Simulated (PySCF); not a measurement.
# Where the electron goes

C₅H₃ClOS.
Bonds: O1–C2 (double), C2–Cl3, C2–C4, C4–C5 (aromatic), C5–C6 (aromatic), C6–S7 (aromatic), S7–C8 (aromatic), C4–C8 (aromatic). Hydrogens: H9 on C5; H10 on C6; H11 on C8.

The calculation used PySCF, TDDFT CAM-B3LYP/def2-SVPD, vertical, gas phase, core orbitals frozen in the response. The structure is a single PBE0-D3(BJ)/def2-SVP conformer in the gas phase; no vibrational or solvent corrections. Torsions of this conformer, `[O:1]=[C:2]([Cl:3])[c:4]1[cH:5][cH:6][s:7][cH:8]1`: O1–C2–C4–C5 0°.

Frontier orbitals with the atoms that hold most of them (Löwdin shares over 4%, at most four atoms; ? is withheld):

| orbital | ε (eV) | atoms |
| --- | --- | --- |
| LUMO+2 | 0.85 | S7 70%, C6 6%, C8 6%, Cl3 5% |
| LUMO+1 | 0.39 | C6 27%, C5 23%, S7 14%, C2 8% |
| LUMO | -1.03 | ? |
| HOMO | -8.99 | ? |
| HOMO-1 | -9.30 | S7 41%, C4 19%, C5 16%, C8 8% |
| HOMO-2 | -10.05 | O1 54%, Cl3 28%, C2 7%, C4 5% |
| HOMO-3 | -10.80 | Cl3 75%, O1 14%, C2 10% |

(1) Which atoms hold the LUMO, and with what shares?

(2) Give the leading atoms of the HOMO.

(3) How does S1 compare with the orbital gap of 7.96 eV?

(4) Give energy, strength and leading configuration of S1, S2 and S3, and follow the Löwdin shares of the leading atoms from the occupied to the empty orbital.

Answers

(1) C2 (bonded to C, Cl and O) 22%; C8 (bonded to C, S and H) 21%; O1 (bonded to C) 20%; S7 (bonded to 2 C) 14%. By element: carbon 43% or more, oxygen 20%, sulfur 14%.

(2) C6 (bonded to C, S and H) 29%; C8 (bonded to C, S and H) 25%; C5 (bonded to 2 C and H) 17%; C4 (bonded to 3 C) 14%.

(3) S1 is at 4.80 eV (f = 0.0002), 3.16 eV below the gap, made of HOMO-2→LUMO (86%). Its leading pair isn't HOMO and LUMO; the energies of that pair differ by 9.02 eV. 

(4) 
- S1 (4.80 eV, f 0.0002), HOMO-2→LUMO (86%): O1 54% → 20%, Cl3 28% → at most 14%, C2 7% → 22%, C8 at most 5% → 21%
- S2 (5.08 eV, f 0.020), HOMO→LUMO (88%): C6 29% → at most 14%, C8 25% → 21%, C2 at most 14% → 22%
- S3 (5.39 eV, f 0.249), HOMO-1→LUMO (85%): S7 41% → 14%, C4 19% → at most 14%, C2 at most 8% → 22%, C8 8% → 21%

On Arm Neoverse V1, one thread, shared host with 32 logical CPUs at a one-minute load of 9.2, this took 38 s wall and 0.99 GiB of memory at its peak.
